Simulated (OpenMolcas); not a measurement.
## Ions of charge +5 along the 5d row with 6 fluoride ligands in octahedral coordination

```yaml
Program: OpenMolcas
Method: CASSCF
Spin-orbit_coupling: RASSI with atomic mean-field integrals over the reference wave functions
```

The d shell is active. Anionic complexes are neutralised by point charges behind the ligands. Distances were set from a Shannon-type radius of the metal (high-spin where two are listed) plus a fixed donor radius (F 1.31 Å). Ligand basis ANO-RCC-VDZP, DKH2 Hamiltonian. States (labels of O, the rotations of Oh). Energies in cm-1 above the lowest state or level, χT in cm3 K/mol; under a threefold ground state the first gap can be a small split of the lowest multiplet, not the spin-orbit step; 10Dq and B are least-squares fits to the states below 45000 cm-1, weighted by degeneracy, with a free offset, and given where the rms deviation is under 5 % of |10Dq| (or 100 cm-1) and under 700 cm-1. Spin-only χT is S(S+1) / 2 for the spin of the ground state.

```
 Ion  Shell  R (Å)   Metal basis  Outer charge (e at Å behind ligand)  Ground state  First state of that spin   10Dq  B (rms of fit)  First gap with spin-orbit (degeneracies)  χT at 300 K  First state of another spin  Spin-only χT
 W5+    5d1   1.93  ANO-RCC-VDZP                          0.17 at 3.2           2T2                  2E 39846  39846                                               4931 (4, 2)        0.034                                      0.375
Re5+    5d2   1.89  ANO-RCC-VTZP                          0.17 at 2.6           3T1                 3T2 39492                                                     237.7 (2, 3)        0.141                     1T2 9748         1.000
Os5+    5d3   1.89  ANO-RCC-VTZP                          0.17 at 2.4           4A2                 4T2 40029                                                     13148 (4, 4)        1.460                     2E 13914         1.875
Ir5+    5d4   1.88  ANO-RCC-VTZP                          0.17 at 2.6           3T1                  3E 36022  38817       640 (281)                               4283 (1, 3)        0.170                     1T2 8359         1.000
```

The rows also differ in their metal basis and outer charges, so part of each step comes from that.

Below the highest spin of the shell: Ir5+. χT departs most from the spin-only value for Re5+, by -0.859 cm3 K/mol.

With metal d orbitals alone the field can be off either way by tens of per cent. Ligand-to-metal charge-transfer states are missing. An orbital triplet at a regular site is open to Jahn-Teller coupling, which can distort the site and quench the lowest spin-orbit gaps and is left out (holds for W5+; Re5+). The least metal-like active orbital is 72 % on the metal (Löwdin) and no ligand orbital is active, so the numbers are rough (holds for W5+). Without dynamic correlation the repulsion within the d shell is too large (B by tens of per cent), so at a given field states of lower spin stand too high (holds for Re5+; Os5+; Ir5+). The least metal-like active orbital is 71 % on the metal (Löwdin) and no ligand orbital is active, so the numbers are rough (holds for Re5+). With no ligand orbital active B as a rule stays too high, so bands that hang on it stand too high and its fall with covalency is understated (holds for Re5+; Os5+; Ir5+). The least metal-like active orbital is 69 % on the metal (Löwdin) and no ligand orbital is active, so the numbers are rough (holds for Os5+). The least metal-like active orbital is 67 % on the metal (Löwdin) and no ligand orbital is active, so the numbers are rough, and ground spin, moment and any spin crossover can be artefacts of this space; highly charged d ions in such sites are as a rule low spin (holds for Ir5+). No measured value stands beside these numbers; the geometry was imposed, not optimised, and the real ion may take another.
